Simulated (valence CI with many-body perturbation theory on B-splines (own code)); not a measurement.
**Which ion has this spectrum?**

A relativistic CI+MBPT calculation for an atom or ion with 13 electrons gives these levels (cm⁻¹):

```tsv
J	Parity	E	g
1/2	odd	0	0.66
3/2	odd	54589	1.33
1/2	even	332611	2.63
3/2	even	358687	1.72
5/2	even	382637	1.56
3/2	even	453917	0.82
5/2	even	466431	1.24
1/2	even	530902	1.35
1/2	even	585725	1.35
3/2	even	597419	1.32
3/2	even	682346	0.80
5/2	even	689603	1.20
3/2	odd	846834	1.08
5/2	odd	867922	1.20
```

The energies are calculated, with errors of perhaps 400 cm⁻¹, more in some levels.

Q: Which is it?
A. Ga18+
B. Ge19+
C. As20+
D. Se21+

A: B. Ge19+, ground level 3s2 3p 2P°_1/2.
